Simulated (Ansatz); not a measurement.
Consider the cleavage of the Si–Al bond: `NCO[SiH2][AlH2]` + HCl → `NCO[SiH2]Cl` + `[AlH3]`.

Calculated with Ansatz (gas phase, PBE0-D4/def2-TZVP geometries, no zero-point term in ΔE). CCSD(T)/CBS is the MP2 limit (def2-TZVPP, def2-QZVPP) plus CCSD(T) − MP2 in def2-TZVPP, frozen cores. This one scheme is used for every species. Functionals use def2-TZVPP. HSE06 is defined as in plane-wave codes. One conformer a species, not always the lowest.

(1) Is it downhill or uphill in electronic energy at CCSD(T)/CBS, and by how much? (Best estimate.)

(2) What do these levels give: PBE-QIDH, PBE, HSE06, MP2/def2-TZVPP, SCS-MP2/def2-TZVPP, SCS-MP2/def2-QZVPP? (An estimate is asked.)

Largest T1 diagnostic among the species: 0.012.

Answers

(1) Computed: Downhill: ΔE = -28.7 kcal/mol.

(2) The calculation gave: PBE-QIDH -28.7, PBE -24.6, HSE06 -26.2, MP2/def2-TZVPP -30.9, SCS-MP2/def2-TZVPP -30.8, SCS-MP2/def2-QZVPP -31.3 kcal/mol.

Leaving LDA and LC-ωPBE aside and taking each functional with its dispersion term where it has one, the values, not all of them listed here, spread over 6.2 kcal/mol, from B97M-V to PBE-D4. From PBE to PBE0 (25 % exact exchange), in def2-TZVPP and without D4, ΔE moves by −1.6 kcal/mol.
